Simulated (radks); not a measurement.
Question: All-electron calculation, Dirac Kohn-Sham, PBE, spin-unpolarised, spherical densities, finite nucleus; open shells fill j = l - 1/2 first; Fermi nuclear charge, rms radius of each element as measured or else 0.836 A^(1/3) + 0.57 fm. Program: a radial shooting solver on a logarithmic mesh with Libxc functionals. Each species is in its NIST ground configuration. Rank B, Be, O, Li, N, C, Ne, F by mean radius of the outermost orbital (bohr), largest first.

Answer: Li 3.91, Be 2.60, B 2.30, C 1.80, N 1.48, O 1.27, F 1.11, Ne 0.983.
